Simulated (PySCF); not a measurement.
H4O4Si, singlet, at a GFN2-xTB geometry; PBE/6-31G run with PySCF.

PySCF was given this input:
```python
from pyscf import gto, scf, dft

mol = gto.Mole()
mol.atom = '''
    O     0.716554    1.189827   -0.842970
    Si   -0.000000   -0.000000    0.000000
    O    -1.028142    0.716783    1.033867
    O    -0.687388   -0.991725   -1.087987
    O     0.998976   -0.914885    0.897089
    H     1.010098    1.964883   -0.373784
    H    -1.399381    0.195350    1.739066
    H    -1.158788   -0.605338   -1.819767
    H     1.548071   -1.554894    0.454486
'''
mol.basis = '6-31g'
mol.charge = 0
mol.spin = 0
mol.verbose = 4
mol.build()

mf = dft.RKS(mol)
mf.xc = 'pbe'
mf.kernel()
```

What does PySCF print? Leave out banner, timings and long lists.


```
PySCF version 2.14.0

[INPUT] verbose = 4
[INPUT] num. atoms = 9
[INPUT] num. electrons = 50
[INPUT] charge = 0
[INPUT] spin (= nelec alpha-beta = 2S) = 0
[INPUT] symmetry False subgroup None
[INPUT] Mole.unit = angstrom
[INPUT] Symbol           X                Y                Z      unit          X                Y                Z       unit  Magmom
[INPUT]  1 O      0.716554000000   1.189827000000  -0.842970000000 AA    1.354090813462   2.248447165613  -1.592982431225 Bohr   0.0
[INPUT]  2 Si     0.000000000000   0.000000000000   0.000000000000 AA    0.000000000000   0.000000000000   0.000000000000 Bohr   0.0
[INPUT]  3 O     -1.028142000000   0.716783000000   1.033867000000 AA   -1.942906797163   1.354523560744   1.953725479226 Bohr   0.0
[INPUT]  4 O     -0.687388000000  -0.991725000000  -1.087987000000 AA   -1.298975061313  -1.874088640884  -2.055997457087 Bohr   0.0
[INPUT]  5 O      0.998976000000  -0.914885000000   0.897089000000 AA    1.887791045014  -1.728882085473   1.695252519360 Bohr   0.0
[INPUT]  6 H      1.010098000000   1.964883000000  -0.373784000000 AA    1.908808578971   3.713090736814  -0.706349389744 Bohr   0.0
[INPUT]  7 H     -1.399381000000   0.195350000000   1.739066000000 AA   -2.644446833920   0.369157998434   3.286358452543 Bohr   0.0
[INPUT]  8 H     -1.158788000000  -0.605338000000  -1.819767000000 AA   -2.189791956432  -1.143923032792  -3.438861240521 Bohr   0.0
[INPUT]  9 H      1.548071000000  -1.554894000000   0.454486000000 AA    2.925430211382  -2.938323812729   0.858854067449 Bohr   0.0

nuclear repulsion = 270.793369494248
number of shells = 35
number of NR pGTOs = 150
number of NR cGTOs = 57
basis = 6-31g
ecp = {}

******** <class 'pyscf.dft.rks.RKS'> ********
method = RKS
initial guess = minao
damping factor = 0
level_shift factor = 0
DIIS = <class 'pyscf.scf.diis.CDIIS'>
diis_start_cycle = 1
diis_space = 8
diis_damp = 0
SCF conv_tol = 1e-09
SCF conv_tol_grad = None
SCF max_cycles = 50
direct_scf = True
direct_scf_tol = 1e-13
XC library pyscf.dft.libxc version 7.1.2
    S. Lehtola, C. Steigemann, M. J. T. Oliveira, and M. A. L. Marques,  SoftwareX 7, 1–5 (2018)
XC functionals = pbe
    J. P. Perdew, K. Burke, and M. Ernzerhof,  Phys. Rev. Lett. 77, 3865 (1996)
    J. P. Perdew, K. Burke, and M. Ernzerhof,  Phys. Rev. Lett. 78, 1396 (1997)
    J. P. Perdew, K. Burke, and M. Ernzerhof,  Phys. Rev. Lett. 77, 3865 (1996)
    J. P. Perdew, K. Burke, and M. Ernzerhof,  Phys. Rev. Lett. 78, 1396 (1997)
radial grids:
    Treutler-Ahlrichs [JCP 102, 346 (1995); DOI:10.1063/1.469408] (M4) radial grids

becke partition: Becke, JCP 88, 2547 (1988); DOI:10.1063/1.454033
pruning grids: <function nwchem_prune>
grids dens level: 3
symmetrized grids: False
atomic radii adjust function: <function treutler_atomic_radii_adjust>
small_rho_cutoff = 0
Set gradient conv threshold to 3.16228e-05
Initial guess from minao.
tot grids = 114744
init E= -593.093505683092
  HOMO = -0.417686251713122  LUMO = -0.0480603388455363  gap/eV = 10.05803
cycle= 1 E= -591.86946919059  delta_E= 1.22  |g|= 1.49  |ddm|=  2.9
  HOMO = -0.0775282309362533  LUMO = 0.0531837281098642  gap/eV = 3.55685
cycle= 2 E= -590.994819634252  delta_E= 0.875  |g|= 2.57  |ddm|= 3.29
  HOMO = -0.273436042976761  LUMO = -0.013317839305103  gap/eV = 7.07818
cycle= 3 E= -592.296655112473  delta_E= -1.3  |g|= 0.0383  |ddm|= 2.27
  HOMO = -0.263004839148235  LUMO = -0.00754424285960908  gap/eV = 6.95144
cycle= 4 E= -592.296993767935  delta_E= -0.000339  |g|= 0.00521  |ddm|= 0.0512
  HOMO = -0.263913542678333  LUMO = -0.00832223624253681  gap/eV = 6.95499
cycle= 5 E= -592.296999762338  delta_E= -5.99e-06  |g|= 0.00162  |ddm|= 0.0101
  HOMO = -0.263873625385108  LUMO = -0.00827260290683896  gap/eV = 6.95526
cycle= 6 E= -592.29700056347  delta_E= -8.01e-07  |g|= 0.000203  |ddm|= 0.00294
  HOMO = -0.263904378591955  LUMO = -0.00828864652647132  gap/eV = 6.95566
cycle= 7 E= -592.297000572455  delta_E= -8.98e-09  |g|= 4.39e-05  |ddm|= 0.00023
  HOMO = -0.263904075518992  LUMO = -0.00828871050654767  gap/eV = 6.95565
cycle= 8 E= -592.29700057281  delta_E= -3.55e-10  |g|= 9.5e-06  |ddm|= 3.89e-05
  HOMO = -0.26390502475933  LUMO = -0.00828874274586466  gap/eV = 6.95567
Extra cycle  E= -592.297000572751  delta_E= 5.84e-11  |g|= 1.92e-05  |ddm|= 2.27e-05
converged SCF energy = -592.297000572751
```
